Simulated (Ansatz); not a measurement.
Reaction (ligand exchange at a Ga–C bond): `N=[CH][Ga]([F])[F]` + H–F → `[F][Ga]([F])[F]` + `C=N`

Computed with Ansatz on PBE0-D4/def2-TZVP structures; ΔE is electronic, products minus reactants. CBS: MP2 limit from def2 TZ/QZ plus the TZ coupled-cluster correction, frozen cores. This one scheme is used for every species. DFT in def2-TZVPP. For Ga outer-core shells are correlated without core-valence functions, which leaves a few kJ/mol of doubt a bond. Scalar relativity is left out up to krypton. Each species was taken in one conformer, which may not be the lowest.

CCSD(T)/CBS gives -67.4 kJ/mol.

Task: Another level gave -78.1 kJ/mol. Which?
A. B2PLYP/def2-TZVPP
B. PBE/def2-TZVPP
C. ωB97M-V/def2-TZVPP
D. LDA (SPW92)/def2-TZVPP

Result: A. B2PLYP -78.1, PBE -61.6, LDA (SPW92) -50.6, ωB97M-V -72.0 kJ/mol.

Task: What do rigid-rotor, harmonic-oscillator terms from PBE0-D4/def2-TZVP frequencies (298.15 K, 1 bar) make of the CCSD(T)/CBS value? (An estimate is asked.)

Result: Ansatz gave: ΔZPE = +4.3 kJ/mol, ΔH = -66.0 kJ/mol, ΔS = 0 J/(mol·K), ΔG = -65.9 kJ/mol.

Largest T1 diagnostic among the species: 0.015.

From PBE to PBE0 (25 % exact exchange), in def2-TZVPP and without D4, ΔE moves by −6.3 kJ/mol. At CCSD(T), def2-SVP lies −29.2 kJ/mol from the extrapolated value and def2-TZVPP −8.9 kJ/mol. The D4 term adds +6.3 kJ/mol with B3LYP and +3.4 kJ/mol with PBE0; it sums over pairs of atoms, weighted by their polarisabilities, and B3LYP, whose exchange is more repulsive, gets the larger term.

CCSD(T)/CBS has its own doubt, a few kJ/mol and more with outer-core shells, so smaller differences from it don't rank the levels.

B3LYP here is the variant with VWN-RPA as its local correlation; programs differ in this.
